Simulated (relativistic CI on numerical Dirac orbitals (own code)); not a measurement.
## Energy levels of Xe¹³⁺

These numbers are calculated, not measured: Dirac-Coulomb-Breit CI, orbitals from a KLI potential per configuration, QED by a radiative potential, unscaled Slater integrals (own radial code, finite nucleus).

Configuration list (outside the closed core [Ar] 3d10): 4s2.4p6.4d5, 4s2.4p5.4d6, 4s2.4p6.4d4.4f, 4s.4p6.4d6, 4s2.4p6.4d4.5s, 4s2.4p5.4d5.4f, 4s2.4p6.4d4.5p, 4s2.4p6.4d3.4f.5s, 4s.4p6.4d5.4f, 4s2.4p6.4d4.5d, 4s2.4p6.4d3.5s.5p, 4s2.4p5.4d5.5s, 4s2.4p6.4d4.6s, 4s2.4p6.4d4.5f, 4s2.4p6.4d4.6p, 4s2.4p6.4d4.5g, 4s2.4p6.4d4.6f, 4s2.4p6.4d4.7p, 4p6.4d6.5p, 4p6.4d7, 4p5.4d8, 4p5.4d7.4f, 4s2.4p6.4d3.5s2, 4s2.4p6.4d2.4f.5s2, 4s2.4p5.4d3.4f.5s2, 4s2.4p6.4d2.5s2.5p. Double excitations out of closed p, d and f shells are left out; levels of such configurations are missing from the list, as are those of other unlisted configurations, and high levels can miss mixing partners. These lack a partner that the ground configuration has and come out too high: 4s2.4p5.4d5.5s.

The lowest level is 4s2.4p6.4d5 6S_5/2, with 90 % of that term; Hund's rules for 4s2.4p6.4d5 give 6S with J = 5/2, in agreement.

```tsv
No.	Configuration	Term	J	E (cm⁻¹)	%	Landé g	Lifetime (s)	jj configuration (%)
1	4s2.4p6.4d5	6S	5/2	0	90	1.966		4d3/2^3 4d5/2^2 (38)
2	4s2.4p6.4d5	4G	5/2	42766	48	0.892	1.02e-02	4d5/2 (59)
3	4s2.4p6.4d5	4G	7/2	48873	79	1.037	1.19e-01	4d3/2^3 4d5/2^2 (70)
4	4s2.4p6.4d5	4G	11/2	49894	85	1.242		4d3/2^3 4d5/2^2 (59)
5	4s2.4p6.4d5	4G	9/2	51508	90	1.169	1.25e+00	4d3/2^2 4d5/2^3 (52)
6	4s2.4p6.4d5	4G	5/2	52666	33	1.159	4.36e-03	4d3/2^3 4d5/2^2 (41)
7	4s2.4p6.4d5	4D	3/2	54119	52	1.369	4.12e-03	4d3/2^3 4d5/2^2 (82)
8	4s2.4p6.4d5	4P	1/2	60000	51	1.453	8.97e-02	4d3/2^2 4d5/2^3 (49)
9	4s2.4p6.4d5	4D	7/2	63125	78	1.357	1.70e-02	4d3/2^2 4d5/2^3 (73)
10	4s2.4p6.4d5	4D	5/2	70238	38	1.328	3.43e-03	4d3/2^3 4d5/2^2 (47)
11	4s2.4p6.4d5	2I	11/2	70455	79	0.969	1.72e-02	4d3/2^2 4d5/2^3 (67)
12	4s2.4p6.4d5	4D	1/2	72061	54	1.170	1.16e-02	4d3/2^2 4d5/2^3 (78)
13	4s2.4p6.4d5	4P	3/2	75348	50	1.427	3.13e-03	4d3/2^2 4d5/2^3 (62)
14	4s2.4p6.4d5	2I	13/2	75580	98	1.076	1.27e-01	4d3/2^2 4d5/2^3 (98)
15	4s2.4p6.4d5	2F	7/2	80079	41	1.114	2.09e-02	4d3/2^3 4d5/2^2 (74)
16	4s2.4p6.4d5	2G	9/2	81501	51	1.158	1.31e-02	4d3/2^3 4d5/2^2 (53)
17	4s2.4p6.4d5	4F	3/2	84068	49	0.657	3.42e-03	4d3/2^2 4d5/2^3 (66)
18	4s2.4p6.4d5	2F	5/2	85095	30	1.079	1.73e-03	4d3/2^2 4d5/2^3 (43)
19	4s2.4p6.4d5	4F	5/2	92296	35	1.078	2.69e-03	4d3/2^2 4d5/2^3 (53)
20	4s2.4p6.4d5	2H	9/2	94681	50	1.109	2.76e-03	4d3/2^2 4d5/2^3 (96)
21	4s2.4p6.4d5	2G	7/2	96110	59	1.005	1.13e-02	4d3/2^2 4d5/2^3 (85)
22	4s2.4p6.4d5	2D	3/2	100614	50	0.667	4.59e-03	4d3/2 4d5/2^4 (53)
23	4s2.4p6.4d5	2F	5/2	102606	57	0.967	3.42e-03	4d3/2^2 4d5/2^3 (65)
24	4s2.4p6.4d5	2F	7/2	102610	61	1.140	1.82e-03	4d3/2 4d5/2^4 (74)
25	4s2.4p6.4d5	2H	11/2	107065	77	1.073	1.76e-03	4d3/2 4d5/2^4 (88)
26	4s2.4p6.4d5	2F	7/2	108895	55	1.146	4.99e-03	4d3/2 4d5/2^4 (46)
27	4s2.4p6.4d5	2G	9/2	109531	44	1.084	4.75e-03	4d3/2 4d5/2^4 (69)
28	4s2.4p6.4d5	2S	1/2	112785	87	1.977	2.63e-03	4d3/2 4d5/2^4 (36)
29	4s2.4p6.4d5	2D	5/2	118742	45	1.055	1.44e-03	4d5/2^5 (52)
30	4s2.4p6.4d5	2D	3/2	128235	93	0.812	1.48e-03	4d3/2 4d5/2^4 (40)
31	4s2.4p6.4d5	2D	5/2	134768	79	1.158	1.36e-03	4d3/2 4d5/2^4 (40)
32	4s2.4p6.4d5	2G	9/2	139479	97	1.110	3.06e-03	4d3/2^2 4d5/2^3 (73)
33	4s2.4p6.4d5	2G	7/2	142731	90	0.908	2.18e-03	4d3/2 4d5/2^4 (55)
34	4s2.4p6.4d5	2P	3/2	164205	88	1.276	2.65e-03	4d3/2^2 4d5/2^3 (76)
35	4s2.4p6.4d5	2P	1/2	170029	93	0.731	1.57e-03	4d3/2 4d5/2^4 (45)
36	4s2.4p6.4d5	2D	5/2	188267	97	1.198	8.23e-04	4d3/2^2 4d5/2^3 (74)
37	4s2.4p6.4d5	2D	3/2	192075	87	0.850	8.81e-04	4d3/2 4d5/2^4 (70)
38	4s2.4p5.4d6	6F°	11/2	684469	91	1.441	2.01e-08	4p3/2^3 4d3/2^3 4d5/2^3 (43)
39	4s2.4p5.4d6	6F°	9/2	700380	67	1.458	3.52e-09	4p3/2^3 4d3/2^3 4d5/2^3 (62)
40	4s2.4p5.4d6	6P°	7/2	701788	27	1.564	4.06e-10	4p3/2^3 4d5/2^2 (30)
41	4s2.4p5.4d6	6P°	5/2	704419	45	1.766	2.29e-10	4p3/2^3 4d3/2^3 4d5/2^3 (34)
42	4s2.4p5.4d6	6P°	3/2	705417	63	2.319	1.44e-10	4p3/2^3 4d3/2^2 4d5/2^4 (28)
43	4s2.4p5.4d6	4P°	5/2	709643	56	1.591	4.92e-10	4p3/2^3 4d5/2^2 (38)
44	4s2.4p5.4d6	4F°	9/2	711721	41	1.421	1.07e-09	4p3/2^3 4d5/2^2 (43)
45	4s2.4p5.4d6	6F°	7/2	717252	37	1.422	4.33e-10	4p3/2^3 4d3/2^3 4d5/2^3 (44)
46	4s2.4p5.4d6	4P°	3/2	721785	45	1.742	5.89e-10	4p3/2^3 4d3/2^3 4d5/2^3 (47)
47	4s2.4p5.4d6	4P°	1/2	723230	41	2.794	8.51e-10	4p3/2^3 4d3/2^3 4d5/2^3 (36)
48	4s2.4p5.4d6	6F°	5/2	724424	33	1.217	5.12e-10	4p3/2^3 4d3/2^3 4d5/2^3 (40)
49	4s2.4p5.4d6	4H°	13/2	726098	79	1.207	9.13e-10	4p3/2^3 4d3/2^3 4d5/2^3 (84)
50	4s2.4p5.4d6	4G°	11/2	727052	42	1.192	2.26e-09	4p3/2^3 4d3/2^3 4d5/2^3 (49)
51	4s2.4p5.4d6	4D°	7/2	728481	28	1.376	3.90e-10	4p3/2^3 4d3/2^2 4d5/2^4 (38)
52	4s2.4p5.4d6	4F°	3/2	733470	51	0.666	3.52e-10	4p3/2^3 4d3/2^3 4d5/2^3 (57)
53	4s2.4p5.4d6	4F°	7/2	735112	29	1.245	1.06e-09	4p3/2^3 4d3/2^3 4d5/2^3 (62)
54	4s2.4p5.4d6	4H°	9/2	737527	35	1.081	4.42e-10	4p3/2^3 4d3/2^3 4d5/2^3 (56)
55	4s2.4p5.4d6	4D°	5/2	740711	23	1.242	2.59e-10	4p3/2^3 4d3/2^3 4d5/2^3 (39)
56	4s2.4p5.4d6	4D°	1/2	741208	38	0.345	6.01e-10	4p3/2^3 4d3/2^3 4d5/2^3 (42)
57	4s2.4p5.4d6	4D°	7/2	742161	33	1.143	4.91e-10	4p3/2^3 4d3/2^3 4d5/2^3 (40)
58	4s2.4p5.4d6	4H°	11/2	742500	46	1.174	2.79e-10	4p3/2^3 4d3/2^2 4d5/2^4 (57)
59	4s2.4p5.4d6	4G°	5/2	744194	31	0.886	1.90e-10	4p3/2^3 4d3/2^3 4d5/2^3 (54)
60	4s2.4p5.4d6	4D°	3/2	746461	35	1.087	2.62e-10	4p3/2^3 4d3/2^3 4d5/2^3 (65)
61	4s2.4p5.4d6	4G°	9/2	746861	41	1.106	1.99e-10	4p3/2^3 4d3/2^3 4d5/2^3 (40)
62	4s2.4p5.4d6	4I°	15/2	747635	91	1.192	1.12e-08	4p3/2^3 4d3/2^3 4d5/2^3 (77)
63	4s2.4p5.4d6	4H°	7/2	748708	27	0.941	1.71e-10	4p3/2^3 4d3/2^3 4d5/2^3 (43)
64	4s2.4p5.4d6	4D°	3/2	749311	34	1.084	2.08e-10	4p3/2^3 4d3/2^2 4d5/2^4 (35)
65	4s2.4p5.4d6	4D°	5/2	749657	28	1.104	2.13e-10	4p3/2^3 4d3/2^2 4d5/2^4 (38)
66	4s2.4p5.4d6	2G°	9/2	753003	36	1.197	3.08e-10	4p3/2^3 4d3/2^2 4d5/2^4 (37)
67	4s2.4p5.4d6	4D°	1/2	755560	57	0.339	1.40e-10	4p3/2^3 4d3/2^2 4d5/2^4 (33)
68	4s2.4p5.4d6	2D°	5/2	755563	29	1.134	2.75e-10	4p3/2^3 4d3/2^2 4d5/2^4 (33)
69	4s2.4p5.4d6	4F°	7/2	755982	44	1.213	1.81e-10	4p3/2^3 4d3/2^3 4d5/2^3 (47)
70	4s2.4p5.4d6	4P°	1/2	757520	57	2.208	3.37e-10	4p3/2^3 4d3/2^3 4d5/2^3 (33)
```

Energies count from the lowest computed level; ° marks odd parity; lifetimes are radiative, by E1, M1, E2, M2, E3 decay to levels of this space only; some are left blank where a channel outside the calculation adds to the decay or the decay crosses a small, uncertain gap. Filled j subshells are mostly left out of the jj labels.

The mean weight of the leading LS term, summed over parents, in these 70 levels is 56 %, and that of the leading jj configuration (from the same eigenvectors) 54 %.

At this charge energies of transitions that change n are usually good to better than 1 %, and those within a shell (Δn = 0) to a few per cent. Terms inside the open d or f shell come out 10 to 20 % too wide with unscaled integrals. Levels and lines within the n = 5 or 6 shells can be off by up to 10 % or somewhat more, and those that change n by about 2 %, since core polarisation is missing.

LS names give the leading component of a level, which can be under half, so a name can repeat, a term be missing and a line seem to break the LS rules.
